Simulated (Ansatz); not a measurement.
`C[B](C)[ZnH]` + `[NH2][SnH2][OH]` → `C[NH][SnH2][OH]` + `C[BH][ZnH]`  (substitution at a C–B bond)

Calculated with Ansatz (gas phase, PBE0-D4/def2-TZVP geometries, no zero-point term in ΔE). CBS: MP2 limit from def2 TZ/QZ plus the TZ coupled-cluster correction, frozen cores. Functionals use def2-TZVPP. def2 core potentials past Kr. For Sn, Zn outer-core shells are correlated without core-valence functions, which leaves a few kJ/mol of doubt a bond. Scalar relativity is left out up to krypton. Each species was taken in one conformer, which may not be the lowest.

`C[B](C)[ZnH]`:

```xyz
11

C    -1.029    1.004    0.402
B     0.118   -0.028    0.135
C    -0.143   -1.213   -0.857
Zn    2.029    0.269    0.956
H    -1.013    1.478    1.386
H    -0.843    1.826   -0.310
H    -2.038    0.632    0.193
H     0.254   -0.870   -1.827
H    -1.199   -1.455   -1.015
H     0.411   -2.129   -0.639
H     3.453    0.486    1.575
```

`[NH2][SnH2][OH]`:

```xyz
8

N    -1.320    0.497    0.590
Sn    0.213   -0.265   -0.462
O     1.777    0.754    0.155
H    -2.190    0.566    0.082
H    -1.499    0.067    1.487
H    -0.064    0.102   -2.102
H     0.562   -1.911   -0.130
H     2.521    0.191    0.379
```

`C[NH][SnH2][OH]`:

Cartesian coordinates in Å:
```
C -1.052 -1.307 -0.101
N 0.161 -0.823 0.531
Sn 0.607 1.138 0.545
O 0.678 1.894 -1.280
H -1.021 -1.322 -1.198
H -1.284 -2.321 0.243
H -1.897 -0.675 0.190
H 0.948 -1.431 0.355
H 2.139 1.292 1.281
H -0.695 1.981 1.233
H 1.418 1.573 -1.799
```

`C[BH][ZnH]`:

```xyz
8

C     0.364    1.073   -0.384
B     0.275   -0.477   -0.291
Zn   -0.829   -1.552    1.118
H     0.089    1.646    0.502
H     1.302    1.452   -0.800
H    -0.400    1.304   -1.151
H     0.848   -1.082   -1.163
H    -1.649   -2.365    2.170
```

| level | ΔE (kcal/mol) |
| --- | --- |
| PBE0-D4 | 20.6 |
| ωB97X-V | 19.2 |
| PBE0 | 20.6 |
| HF/def2-TZVPP | 17.6 |
| SCS-MP2/def2-TZVPP | 19.0 |
| CCSD/def2-TZVPP | 19.4 |
| HF/CBS(def2) | 17.5 |
| MP2/CBS(def2) | 21.0 |

(1) What does CCSD(T)/CBS give? (Estimate.)

Largest T1 diagnostic among the species: 0.014.

## Answers

(1) Ansatz gave: +20.2 kcal/mol. The listed levels differ from it by 0.4, -1.0, 0.4, -2.6, -1.2, -0.8, -2.7, 0.8 kcal/mol.

In def2-TZVPP, CCSD(T) changes the Hartree–Fock value by +2.1 kcal/mol (the triples alone add +0.2 kcal/mol) and MP2 by +2.9 kcal/mol.
